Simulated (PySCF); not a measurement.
## Computed vibrations of [SmH3(NH3)]−

[SmH3(NH3)]− (singlet in the valence; each metal's 4f electrons, 6 of them, lie in its core potential, out of spins and levels). PySCF 2.14.0, RKS PBE0, Sm lcecp-0-SVP with ECP52, H def2-SVP, N def2-SVP; non-relativistic Hamiltonian with scalar-relativistic core potentials where named; density fitting; no spin-orbit coupling. Central differences of gradients.

```xyz
8

Sm    0.1592   -0.1592    0.1592
H     1.1500    1.7582    1.1500
H    -1.7582   -1.1500    1.1500
H     1.1500   -1.1500   -1.7582
N    -1.4148    1.4148   -1.4148
H    -2.0134    2.0134   -0.8483
H    -0.8483    2.0134   -2.0134
H    -2.0134    0.8483   -2.0134
```

Run from Python with OMP_NUM_THREADS=2. Where DIIS fails, smearing, a level shift and second-order steps follow.
It took 65 s on 2 threads of Intel(R) Xeon(R) Platinum 8259CL CPU @ 2.50GHz (Skylake/Cascade Lake) (shared host).

(1) What are the harmonic wavenumbers and infrared intensities?

(2) Is this a minimum?

An lcecp potential fixes the number of 4f electrons, so in runs with it no electron can move into or out of that shell.

Answers

(1) Modes are labelled in C3v; negative numbers are unstable modes, those under 60 cm⁻¹ near the noise; a finer grid moves soft modes by up to 10 cm⁻¹.
```tsv
cm⁻¹	km/mol	symmetry
-100	–	e
-100	–	e
50	0.0	a2
200	262.6	a1
292	1051.6	a1
366	110.0	e
366	110.0	e
430	231.4	e
430	231.4	e
900	1116.6	e
900	1116.6	e
996	20.1	a1
1036	148.9	a1
1620	20.9	e
1620	20.9	e
3510	1.9	a1
3657	15.0	e
3657	15.0	e
```

(2) No: 2 unstable; the lowest moves the atoms so:
```
Sm   0.00  0.00  0.01
H    0.26 -0.23  0.18
H    0.20 -0.23  0.15
H   -0.41  0.41 -0.43
N    0.01 -0.01 -0.02
H   -0.13  0.12 -0.30
H    0.14 -0.15 -0.04
H    0.16 -0.16 -0.03
```
